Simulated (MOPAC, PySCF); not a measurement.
H₈OSi₃, SMILES `O[SiH]([SiH3])[SiH3]` (H–O–Si–Si torsion 179°), neutral singlet in the gas phase. 

Cartesian coordinates (Å):
SMILES: O[SiH]([SiH3])[SiH3]
```xyz
12

O     -0.0769     1.8369    -1.0635
Si     0.0530     0.7443     0.1830
Si    -2.0078    -0.3516     0.3444
Si     1.7944    -0.7960    -0.1595
H      0.7036     2.3597    -1.2688
H      0.3324     1.4381     1.4791
H     -1.9399    -1.3068     1.4834
H     -3.1195     0.6052     0.5886
H     -2.2945    -1.1169    -0.8972
H      1.5411    -1.6373    -1.3595
H      3.0921    -0.0901    -0.3566
H      1.9219    -1.6854     1.0267
```
Charge 0, multiplicity 1.

All levels are single points at this geometry (r2SCAN-D4/def2-TZVP); Pople sets use spherical d functions. Orbital energies aren't observables, and empty levels follow the basis.

PM6 in MOPAC gives gap (eV) = 7.26.

Question: Estimate the gap (eV) from each of these levels: r2SCAN-D4/def2-TZVP in PySCF; B3LYP/6-31G* in PySCF; SVWN5/6-31G* in PySCF; HF/3-21G in PySCF; HF/6-31G* in PySCF.

Answer: 
| level | gap (eV) |
|---|---|
| r2SCAN-D4/def2-TZVP in PySCF | 5.40 |
| B3LYP/6-31G* in PySCF | 6.70 |
| SVWN5/6-31G* in PySCF | 4.97 |
| HF/3-21G in PySCF | 13.04 |
| HF/6-31G* in PySCF | 12.90 |
